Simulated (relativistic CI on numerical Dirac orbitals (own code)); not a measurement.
**One change at a time: Ag³⁹⁺**

Base calculation: Dirac-Coulomb-Breit CI, orbitals from a KLI potential per configuration, a model potential for QED, unscaled Slater integrals.

CI space (outside the closed core 1s2): 2s2.2p4, 2s.2p5, 2p6, 2p5.3s, 2p5.3p, 2p5.3d, 2s2.2p3.3s, 2s2.2p3.3p, 2s2.2p3.3d, 2s.2p4.3s, 2s.2p4.3p, 2s.2p4.3d, 2s2.2p3.4s, 2s2.2p3.4p, 2s2.2p3.4d, 2s2.2p3.4f. Levels of other configurations are missing.

The lowest level and the first level of each name with at least 55 % of one term (blank where a level has no safe partner in the second run):

| Level | Base (eV) | Shift (eV) |
| --- | --- | --- |
| 2s2.2p4 3P_2 | 0.00 | 0.00 |
| 2s2.2p4 1S_0 | 30.79 | +0.02 |
| 2s2.2p4 3P_1 | 178.49 | -0.35 |
| 2s2.2p4 1D_2 | 193.91 | -0.35 |
| 2s2.2p4 3P_0 | 383.74 | -0.64 |
| 2s.2p5 3P°_2 | 396.26 | +3.36 |
| 2s.2p5 3P°_0 | 581.50 | +3.01 |
| 2p6 1S_0 | 867.04 | +6.64 |
| 2s2.2p3.3p 3P_0 | 3433.70 | +0.17 |
| 2s2.2p3.3s 3D°_3 | 3474.25 | -1.02 |
| 2s2.2p3.3s 1D°_2 | 3479.89 | -1.04 |
| 2s2.2p3.3d 3P°_0 | 3481.07 | +0.28 |
| 2s2.2p3.3s 3P°_0 | 3499.92 | -1.07 |
| 2s2.2p3.3s 3P°_1 | 3501.08 | -0.96 |

At this charge energies of transitions that change n are usually good to better than 1 %, and those within a shell (Δn = 0) to a few per cent.

**Question.** One thing was changed in a second run, which moved the levels as shown. Which?
A. configuration mixing switched off
B. valence Slater integrals scaled by 0.9
C. QED terms removed
D. Breit term removed

**Answer.** C. QED terms removed. QED shifts follow the density of s (and p1/2) electrons at the nucleus, so configurations move by their count of such electrons; where none moves, the smaller shifts of p3/2 electrons and of j = l + 1/2 against j = l − 1/2 set the pattern.

LS names give the leading component of a level, which can be under half, so a name can repeat, a term be missing and a line seem to break the LS rules.
